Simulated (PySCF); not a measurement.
**Which determinant of ZnH⁺ lies lowest?**

Unrestricted PBE0; Zn pcseg-1, H pcseg-1; no relativity (PySCF 2.14). Outer shells of the fragments: Zn+ 3d10 4s1; H 1s1.

Followed along the bond (rough minima from three points):

| 2Ms+1 | unpaired | ⟨S²⟩ at the start | R at minimum (Å) | Te (eV) |
| --- | --- | --- | --- | --- |
| 1 | none | 0.00 | 1.54 | 0.00 |
| 3 | σ ↑↑ | 2.00 | none in the scan | ≤ 3.10 |

Solutions found at the starting distance of 1.610 Å, counted from the lowest of them; the search is not exhaustive and high or unbound solutions are not listed, so other states can lie among these:

```
2Ms+1  unpaired  term  E (eV)  ⟨S²⟩  ⟨Lz²⟩  μ (D)
    1      none   ¹Σ⁺    0.00  0.00   0.00  -1.44
    3      σ ↑↑   ³Σ⁺    3.42  2.00   0.00   2.20
    3  σ ↑, π ↑    ³Π    8.17  2.01   1.01   1.06
```

A term symbol is given only where ⟨S²⟩ and ⟨Lz²⟩ are close to those of a pure state; real π, δ and φ orbitals otherwise mix terms. A positive dipole points towards H; it is taken about the centre of mass and depends on that origin.

Counting both spins, an empty level lies below a filled one in some of these solutions, because spin and occupation are held.
